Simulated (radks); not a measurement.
Results of a calculation; reference values are marked as such.
Problem. Species: Te IV. Configuration: [Kr] 4d10 5s2 5p1. Level of theory: scalar-relativistic Kohn-Sham, PBE, spin-polarised, spherical densities, finite nucleus; open shells are filled with parallel spins first (spin-orbit coupling, left out, can overturn this in heavy ions); Fermi nuclear charge, rms radius 4.7423 fm (a radial shooting solver on a logarithmic mesh with Libxc functionals). Some entries of the table are withheld. Estimate them.

orbital  occ.  eigenvalue (Ry)  <r> (bohr)
1s up       1        -2326.851     0.02781
1s down     1        -2326.848     0.02781
2s up       1        -358.7686      0.1199
2s down     1        -358.7676      0.1199
2p up       3        -322.3120      0.1048
2p down     3        -322.3098      0.1048
3s up       1        -73.22721      0.3221
3s down     1        -73.22484      0.3221
3p up       3        -61.37456      0.3202
3p down     3        -61.37185      0.3202
3d up       5        -43.45115      0.2968
3d down     5        -43.44860      0.2968
4s up       1        -14.35286      0.7643
4s down     1        -14.34683      0.7642
4p up       3        -10.67835      0.8204
4p down     3        -10.67167      0.8200
4d up       5         -5.32148         (1)
4d down     5         -5.30892         (2)
5s up       1         -3.17201       1.922
5s down     1         -3.09843       1.918
5p up       1         -2.35906       2.227
5p down     0         -2.28141       2.231
6s up       0         -1.24076       4.052
4f up       0         -0.89007         (3)

Solution. 
(1) 4d up <r> (bohr): 0.9658
(2) 4d down <r> (bohr): 0.9628
(3) 4f up <r> (bohr): 3.091
